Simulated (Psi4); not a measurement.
Two rigid molecules brought together: C2H3N ··· H3O+ (SMILES CC#N and [OH3+]) (charge +1). Monomers: optimised at B3LYP-D3(BJ) (def2-TZVP), held rigid. Orientation: a random orientation, not optimised. R is the distance of the centres of mass, along which the second monomer moves.

Geometry at R = 3.65 Å (first 6 atoms: monomer A):
```
10

C     -0.4884    -0.0073     0.0112
C      0.9654     0.0143    -0.0219
N      2.1144     0.0315    -0.0483
H     -0.8736    -0.6164    -0.8068
H     -0.8364    -0.4267     0.9553
H     -0.8813     1.0046    -0.0895
O      2.7930    -3.0085    -0.2068
H      3.6087    -3.5537    -0.2072
H      2.1187    -3.3156    -0.8500
H      2.4310    -2.8493     0.6911
```

Computed with: PBE/def2-TZVP, counterpoise-corrected (Psi4); PBE-D3(BJ)/def2-TZVP, counterpoise-corrected (Psi4); SAPT0/jun-cc-pVDZ, frozen core (Psi4).

Interaction energies in kJ/mol; the last columns give the difference from SAPT0:

```json
[
 {"R / Å": "3.02", "PBE/def2-TZVP": "-24.41", "PBE-D3(BJ)/def2-TZVP": "-28.82", "SAPT0/jun-cc-pVDZ": "-18.71", "PBE/def2-TZVP − SAPT0/jun-cc-pVDZ": "-5.70", "PBE-D3(BJ)/def2-TZVP − SAPT0/jun-cc-pVDZ": "-10.11"},
 {"R / Å": "3.26", "PBE/def2-TZVP": "-33.97", "PBE-D3(BJ)/def2-TZVP": "-37.68", "SAPT0/jun-cc-pVDZ": "-30.08", "PBE/def2-TZVP − SAPT0/jun-cc-pVDZ": "-3.89", "PBE-D3(BJ)/def2-TZVP − SAPT0/jun-cc-pVDZ": "-7.60"},
 {"R / Å": "3.43", "PBE/def2-TZVP": "-35.90", "PBE-D3(BJ)/def2-TZVP": "-39.13", "SAPT0/jun-cc-pVDZ": "-32.85", "PBE/def2-TZVP − SAPT0/jun-cc-pVDZ": "-3.04", "PBE-D3(BJ)/def2-TZVP − SAPT0/jun-cc-pVDZ": "-6.28"},
 {"R / Å": "3.65", "PBE/def2-TZVP": "-35.43", "PBE-D3(BJ)/def2-TZVP": "-38.08", "SAPT0/jun-cc-pVDZ": "-33.24", "PBE/def2-TZVP − SAPT0/jun-cc-pVDZ": "-2.19", "PBE-D3(BJ)/def2-TZVP − SAPT0/jun-cc-pVDZ": "-4.84"},
 {"R / Å": "3.87", "PBE/def2-TZVP": "-33.38", "PBE-D3(BJ)/def2-TZVP": "-35.51", "SAPT0/jun-cc-pVDZ": "-31.91", "PBE/def2-TZVP − SAPT0/jun-cc-pVDZ": "-1.47", "PBE-D3(BJ)/def2-TZVP − SAPT0/jun-cc-pVDZ": "-3.61"},
 {"R / Å": "4.05", "PBE/def2-TZVP": "-31.25", "PBE-D3(BJ)/def2-TZVP": "-33.02", "SAPT0/jun-cc-pVDZ": "-30.28", "PBE/def2-TZVP − SAPT0/jun-cc-pVDZ": "-0.97", "PBE-D3(BJ)/def2-TZVP − SAPT0/jun-cc-pVDZ": "-2.73"},
 {"R / Å": "4.39", "PBE/def2-TZVP": "-27.15", "PBE-D3(BJ)/def2-TZVP": "-28.36", "SAPT0/jun-cc-pVDZ": "-26.93", "PBE/def2-TZVP − SAPT0/jun-cc-pVDZ": "-0.22", "PBE-D3(BJ)/def2-TZVP − SAPT0/jun-cc-pVDZ": "-1.43"},
 {"R / Å": "4.64", "PBE/def2-TZVP": "-24.41", "PBE-D3(BJ)/def2-TZVP": "-25.32", "SAPT0/jun-cc-pVDZ": "-24.57", "PBE/def2-TZVP − SAPT0/jun-cc-pVDZ": "0.16", "PBE-D3(BJ)/def2-TZVP − SAPT0/jun-cc-pVDZ": "-0.75"},
 {"R / Å": "5.16", "PBE/def2-TZVP": "-19.77", "PBE-D3(BJ)/def2-TZVP": "-20.27", "SAPT0/jun-cc-pVDZ": "-20.38", "PBE/def2-TZVP − SAPT0/jun-cc-pVDZ": "0.61", "PBE-D3(BJ)/def2-TZVP − SAPT0/jun-cc-pVDZ": "0.10"},
 {"R / Å": "5.86", "PBE/def2-TZVP": "-15.43", "PBE-D3(BJ)/def2-TZVP": "-15.67", "SAPT0/jun-cc-pVDZ": "-16.18", "PBE/def2-TZVP − SAPT0/jun-cc-pVDZ": "0.75", "PBE-D3(BJ)/def2-TZVP − SAPT0/jun-cc-pVDZ": "0.51"},
 {"R / Å": "6.88", "PBE/def2-TZVP": "-11.41", "PBE-D3(BJ)/def2-TZVP": "-11.50", "SAPT0/jun-cc-pVDZ": "-12.06", "PBE/def2-TZVP − SAPT0/jun-cc-pVDZ": "0.65", "PBE-D3(BJ)/def2-TZVP − SAPT0/jun-cc-pVDZ": "0.56"},
 {"R / Å": "8.13", "PBE/def2-TZVP": "-8.34", "PBE-D3(BJ)/def2-TZVP": "-8.37", "SAPT0/jun-cc-pVDZ": "-8.84", "PBE/def2-TZVP − SAPT0/jun-cc-pVDZ": "0.50", "PBE-D3(BJ)/def2-TZVP − SAPT0/jun-cc-pVDZ": "0.47"}
]
```

PBE/def2-TZVP is furthest from SAPT0/jun-cc-pVDZ at 3.02 (-5.70 kJ/mol, below); its mean absolute difference over the points is 1.68 kJ/mol.

PBE-D3(BJ)/def2-TZVP is furthest from SAPT0/jun-cc-pVDZ at 3.02 (-10.11 kJ/mol, below); its mean absolute difference over the points is 3.25 kJ/mol.
